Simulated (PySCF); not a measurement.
1-butanol (C4H10O), SMILES CCCCO.

Geometry optimised at PBE0-D3(BJ)/def2-SVP. One conformer was computed; it need not be the lowest.

Level of theory: TDDFT-PBE/def2-SVPD run with PySCF.

Vertical excitations.  State labels are in the subgroup Cs.

Computed lowest excited states:
```
state  symmetry  energy (eV)  λ (nm)      f           main pairs
-----  --------  -----------  ------  -----  -------------------
S1           A"         6.15     201  0.000       HOMO→LUMO 99 %
S2           A"         6.47     192  0.002     HOMO→LUMO+1 99 %
S3           A"         7.02     177  0.017     HOMO→LUMO+2 99 %
S4           A'         7.38     168  0.026     HOMO→LUMO+3 98 %
S5           A"         7.44     167  0.001    HOMO→LUMO+4 100 %
S6           A"         7.57     164  0.002    HOMO−2→LUMO 100 %
S7           A'         7.63     163  0.006     HOMO−1→LUMO 98 %
S8           A"         7.95     156  0.000  HOMO−2→LUMO+1 100 %
S9           A'         7.97     156  0.024   HOMO−1→LUMO+1 98 %
S10          A'         7.99     155  0.030     HOMO−3→LUMO 98 %
T1           A"         5.91     210      0       HOMO→LUMO 99 %
T2           A"         6.41     193      0     HOMO→LUMO+1 99 %
T3           A"         6.91     179      0     HOMO→LUMO+2 98 %
T4           A'         7.24     171      0     HOMO→LUMO+3 96 %
```
Triplets are in the Tamm–Dancoff approximation, which puts them higher than full response would, so one can lie above its singlet here.
